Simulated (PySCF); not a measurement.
# Electron correlation in F (fluorine, neutral)

[He] 2s2 2p5, 2P determinant. All numbers are calculated (PySCF 2.14, no relativity, point nucleus, in dyall-acv3z (15s9p4d2f, 76 functions)). Frozen: 1s2; 7 electrons correlated; the 19 highest virtual orbitals of each spin left out.

```tsv
level	correlation energy (mhartree)
CCSD	-223.13
(T)	-4.60
CCSD(T)	-227.73
```

Diagnostics: T1 = 0.0076, D1 = 0.0126, largest double amplitude 0.022.

**Question.** Is a single reference adequate?

**Answer.** Yes: T1 lies below 0.03 and no double amplitude reaches 0.07.
